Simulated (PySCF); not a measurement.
Lowest triplet excitation (TDA) (eV) of eight silicon and germanium compounds: TDA-PBE beside TDA-M06-2X, computed with PySCF for isolated molecules in the bases named; differences from unrounded values. The eight are the first of their class met in an unordered collection, after screening for sound electronic states; none was chosen by its value. Each molecule has one DFT geometry for both levels.

```
molecule                                               basis  TDA-M06-2X  TDA-PBE  difference
-------------------------------------------------  ---------  ----------  -------  ----------
CH7FO2Si2, SMILES O[Si](O)(F)C[SiH3]               def2-SVPD        7.63     6.46       -1.17
C₂H₇FO₂Si, SMILES C[C@H]([Si@@H](O)F)O             def2-SVPD        6.60     5.32       -1.28
C2H7NSi, SMILES C1NC[SiH2]1                        def2-SVPD        5.85     4.49       -1.37
CH10FNSi3, SMILES N[SiH2][Si@@H](F)C[SiH3]         def2-SVPD        5.56     4.71       -0.84
C₂H₇FOSi₂, SMILES C=C[Si@@H](F)O[SiH3]             def2-SVPD        4.45     4.22       -0.23
C2H3F2NOSi, SMILES C[Si](F)(F)N=C=O                def2-SVPD        6.68     6.47       -0.20
Si(F)2(OH)(OMe) (CH4F2O2Si), SMILES CO[Si](O)(F)F  def2-SVPD        8.09     6.42       -1.67
C4H5FSi, SMILES C#C/C=C\[SiH2]F                    def2-SVPD        3.65     3.28       -0.37
```

TDA-PBE lies below TDA-M06-2X in 8 and above it in 0 of the eight; the mean signed difference is -0.89 and the largest -1.67 eV.
